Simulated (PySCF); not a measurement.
## Dipole response of Tc²⁺ (technetium, charge +2)

[Kr] 4d4 5s1, high-spin 6D determinant (an excited configuration). Computed with PySCF 2.14 in aug-cc-pVTZ-PP with one added diffuse shell each of s, p, d, f, g type with ECP28MDF (7s7p6d4f3g, 113 functions), with scalar relativity through the core potential. Coupled (time-dependent) response in atomic units; α is the mean over directions.

| method | mean α (bohr³) | α xx, yy, zz | C₆ (like pair) | S(−4) |
| --- | --- | --- | --- | --- |
| UHF | 29.79 | 30.12, 30.12, 29.14 | 180.0 | 636.3 |
| PBE | 22.31 | 22.44, 22.44, 22.06 | 132.7 | 297.2 |
| PBE0 | 23.71 | 23.89, 23.89, 23.34 | 140.9 | 352.4 |

S(−4) is the Cauchy moment in α(ω) = α(0) + S(−4) ω² + …

Spin-orbit coupling is absent.

α(iu) at UHF:

```
u (hartree)  α(iu) (bohr³)
          0          29.79
     0.0500          28.30
      0.100          24.74
      0.200          17.28
      0.300          12.42
      0.500          7.714
      0.750          5.227
       1.00          3.926
       1.50          2.521
       2.00          1.758
       3.00         0.9782
       5.00         0.4152
```

A single London oscillator, α(iu) = α/(1 + u²/ω²), gives C₆ = (3/4) ω α². Matching the computed C₆ needs ω = 4 × 180.0 / (3 × 29.79²) = 0.270 hartree.

For an ion, C₆ is the dispersion term alone; charge-induced terms of lower order in 1/R come first.

The components differ because the open shell of this determinant is not spherical; for a pure term their mean is the scalar polarisability.

Energies and moments cover only the electrons outside the core potential.
